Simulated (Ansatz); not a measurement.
Gas-phase electronic energies from Ansatz, PBE0-D4/def2-TZVP geometries. CCSD(T)/CBS is the MP2 limit (def2-TZVPP, def2-QZVPP) plus CCSD(T) − MP2 in def2-TZVPP, frozen cores. This one scheme is used for every species. DFT in def2-TZVPP. B3LYP here is the variant with VWN-RPA as its local correlation; programs differ in this.

Reaction (substitution at a C–C bond): `FCC#C[SiH3]` + CH₃OH → `COC#C[SiH3]` + fluoromethane

```json
{"level": "LDA (SPW92)", "ΔE (kJ/mol)": "34.5", "difference from CCSD(T)/CBS": "-14.7"}
{"level": "r2SCAN-D4", "ΔE (kJ/mol)": "38.0", "difference from CCSD(T)/CBS": "-11.2"}
{"level": "B3LYP-D4", "ΔE (kJ/mol)": "38.2", "difference from CCSD(T)/CBS": "-11.0"}
{"level": "r2SCANh-D4", "ΔE (kJ/mol)": "38.8", "difference from CCSD(T)/CBS": "-10.4"}
{"level": "r2SCAN", "ΔE (kJ/mol)": "38.3", "difference from CCSD(T)/CBS": "-10.9"}
{"level": "r2SCANh", "ΔE (kJ/mol)": "39.1", "difference from CCSD(T)/CBS": "-10.1"}
{"level": "r2SCAN0", "ΔE (kJ/mol)": "40.1", "difference from CCSD(T)/CBS": "-9.1"}
{"level": "RPA@PBE/def2-TZVPP", "ΔE (kJ/mol)": "42.9", "difference from CCSD(T)/CBS": "-6.3"}
{"level": "MP2/def2-SVP", "ΔE (kJ/mol)": "37.4", "difference from CCSD(T)/CBS": "-11.8"}
{"level": "CCSD/def2-SVP", "ΔE (kJ/mol)": "38.9", "difference from CCSD(T)/CBS": "-10.3"}
{"level": "MP2/def2-TZVPP", "ΔE (kJ/mol)": "47.9", "difference from CCSD(T)/CBS": "-1.3"}
{"level": "SCS-MP2/def2-TZVPP", "ΔE (kJ/mol)": "47.0", "difference from CCSD(T)/CBS": "-2.2"}
{"level": "CCSD/def2-TZVPP", "ΔE (kJ/mol)": "48.1", "difference from CCSD(T)/CBS": "-1.1"}
{"level": "MP2/def2-QZVPP", "ΔE (kJ/mol)": "49.2", "difference from CCSD(T)/CBS": "0.0"}
{"level": "SCS-MP2/def2-QZVPP", "ΔE (kJ/mol)": "48.4", "difference from CCSD(T)/CBS": "-0.8"}
{"level": "CCSD/CBS(def2)", "ΔE (kJ/mol)": "50.4", "difference from CCSD(T)/CBS": "1.2"}
{"level": "CCSD(T)/CBS", "ΔE (kJ/mol)": "49.2", "difference from CCSD(T)/CBS": "0"}
```

Largest T1 diagnostic among the species: 0.013.

At CCSD(T), def2-SVP lies −12.2 kJ/mol from the extrapolated value and def2-TZVPP −2.3 kJ/mol. Leaving LDA and LC-ωPBE aside and taking each functional with its dispersion term where it has one, the values, not all of them listed here, spread over 7.2 kJ/mol, from BLYP-D4 to ωB97M-V. LDA lies −3.6 kJ/mol from PBE without D4.

CCSD(T)/CBS has its own doubt, a few kJ/mol and more with outer-core shells, so smaller differences from it don't rank the levels.
